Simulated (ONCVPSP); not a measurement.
# u(r) = r·R(r): atom against pseudo-atom (carbon (C))

Columns: radius, all-electron u(r) and pseudo u(r) of the 2p shell (level -5.23 eV) of carbon in the configuration [He] 2s2 2p2; PBEsol, scalar-relativistic, ONCV scheme, ONCVPSP 4.0.1.

```
r (bohr)  all-electron  pseudo
   0.113        0.0580  0.0238
   0.225        0.1715  0.0907
   0.338        0.2944  0.1914
   0.450        0.4052  0.3094
   0.563        0.4987  0.4309
   0.675        0.5727  0.5399
   0.788        0.6293  0.6284
   0.900        0.6685  0.6902
   1.013        0.6932  0.7265
   1.125        0.7053  0.7404
   1.238        0.7073  0.7377
   1.350        0.7013  0.7239
   1.463        0.6889  0.7036
   1.575        0.6719  0.6802
   1.688        0.6513  0.6552
   1.800        0.6283  0.6298
   1.913        0.6034  0.6038
   2.025        0.5776  0.5777
   2.138        0.5511  0.5511
   2.250        0.5247  0.5247
   2.363        0.4982  0.4982
   2.475        0.4723  0.4723
   2.588        0.4468  0.4468
   2.700        0.4223  0.4223
   2.813        0.3984  0.3984
   2.925        0.3756  0.3756
```

**Question.** How many radial nodes do the two functions have?

**Answer.** The all-electron 2p function has n − l − 1 = 0; the pseudo-wave has 0.

**Question.** At about which radius was the pseudo-wave matched?

**Answer.** 2.25 bohr. The columns agree to 0.0005 from 1.91 bohr on; several derivatives are matched, so the curves merge somewhat inside the radius.

**Question.** Is the pseudo-wave norm-conserving?

**Answer.** Yes: the ONCV scheme keeps the norm inside the radius equal to the all-electron one, which fixes the energy derivative of the logarithmic derivative at the level.
